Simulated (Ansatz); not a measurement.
Cost against result

The pair of CH$_{2}$O (SMILES C=O, atoms 1–4) and AsH$_{3}$ (SMILES [AsH3], atoms 5–8), both closed shells, in one local arrangement (a lower one may exist), relaxed at PBE0-D4/def2-TZVP:

```
atom    x (Å)    y (Å)    z (Å)
  C1   0.4733  -0.2229  -1.9687
  O2   0.3911   0.8119  -1.3727
  H3   0.2906  -1.1966  -1.4733
  H4   0.7361  -0.2564  -3.0444
 As5  -0.4113  -0.2713   1.5724
  H6  -0.7837  -0.4140   3.0434
  H7   0.7154   0.6979   1.8834
  H8  -1.4114   0.8513   1.3598
```

Interaction energies are counterpoise-corrected; the time is that of the whole pair.

Computed with Ansatz 0.2.0 (basis: as named in each row); correlated methods freeze the cores. Filled d shells of the heavier atoms are correlated. The def2 sets are not built for correlating such inner shells, so the correlated values are less sure here. B3LYP uses VWN-RPA correlation. Extrapolation: Hartree–Fock as exp(−7.88 √X), correlation as X^−2.97.

Times are rough, for one single point on 4 threads of a shared host (Arm Neoverse V2).

The estimate by CCSD(T) at an estimated basis limit (MP2 extrapolated from triple and quadruple zeta, plus CCSD(T) − MP2 in triple zeta) is -0.087 eV.

```csv
method,basis,time (s),interaction energy (eV),method less estimate
HF,STO-3G,under 1,0.031,0.118
PBE-D4,STO-3G,under 1,-0.034,0.053
SPW92,def2-SVP,under 1,-0.137,-0.051
PBE-D4,def2-SVP,under 1,-0.095,-0.008
B3LYP-D4,6-31G,under 1,-0.102,-0.015
PBE0-D4,def2-SVP,under 1,-0.095,-0.008
PBE-D4,def2-TZVPPD,1,-0.097,-0.010
revPBE-D4,def2-TZVPPD,1,-0.087,0.000
BLYP-D4,def2-TZVPPD,1,-0.087,0.000
PBE0-D4,def2-TZVPPD,2,-0.094,-0.007
CCSD(T),def2-SVP,2,-0.033,0.054
B3LYP-D4,def2-TZVPPD,2,-0.093,-0.006
HSE06-D4,def2-TZVPPD,2,-0.093,-0.006
wB97M-V,def2-SVP,2,-0.089,-0.002
r2SCAN-D4,def2-TZVPPD,2,-0.084,0.003
B2PLYP,def2-TZVPPD,3,-0.048,0.039
wB97X-V,def2-TZVPPD,4,-0.092,-0.005
wB97M-V,def2-TZVPPD,5,-0.091,-0.004
B97M-V,def2-TZVPPD,6,-0.092,-0.005
MP2,def2-QZVPPD,10,-0.087,0.000
CCSD(T),def2-TZVPPD,60,-0.074,0.013
```

No T1 diagnostic of these runs exceeds 0.016.
